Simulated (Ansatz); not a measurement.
Gas-phase reaction in SMILES: C[Si](C)(C)C [tetramethylsilane] + 4 [H][H] (H2) -> 4 C (CH4) + [SiH4] (SiH4)
Geometries: B3LYP-D3(BJ)/def2-TZVP minima from Ansatz (a first-principles code).
Geometry of the first species:
```
Si
C 1 1.8800
H 2 1.0926 1 111.21
H 2 1.0926 3 107.68 1 -122.07
H 2 1.0926 3 107.68 4 -115.86
C 1 1.8800 2 109.47 3 180.00
H 6 1.0926 1 111.21 2 -60.00
H 6 1.0926 7 107.68 1 122.07
H 6 1.0926 7 107.68 8 115.86
C 1 1.8800 2 109.47 3 60.00
H 10 1.0926 1 111.21 2 60.00
H 10 1.0926 11 107.68 1 -122.07
H 10 1.0926 11 107.68 12 -115.86
C 1 1.8800 2 109.47 3 -60.00
H 14 1.0926 1 111.21 2 60.00
H 14 1.0926 15 107.68 1 122.07
H 14 1.0926 15 107.68 16 115.86
```

Quantity: energy of full hydrogenation (electronic energy difference), in kcal/mol. Correlated levels leave the core frozen unless marked. Spin-orbit coupling is left out. Non-relativistic. CBS(X,Y): correlation extrapolated as X^-3; Hartree-Fock from the larger set.

CCSD(T)/CBS(cc-pV(T+d)Z,cc-pV(Q+d)Z) (Ansatz) gives -23.9 kcal/mol.

Q: Another calculation gave -24.1 kcal/mol. Which level was it?
A. revPBE/def2-TZVPD (Ansatz)
B. BLYP/def2-TZVPD (Ansatz)
C. PBE/def2-TZVPD (Ansatz)
D. r2SCAN/def2-TZVPD (Ansatz)

A: D, r2SCAN/def2-TZVPD (Ansatz). The others give -27.5 (PBE), -35.1 (BLYP), -30.2 (revPBE) kcal/mol.
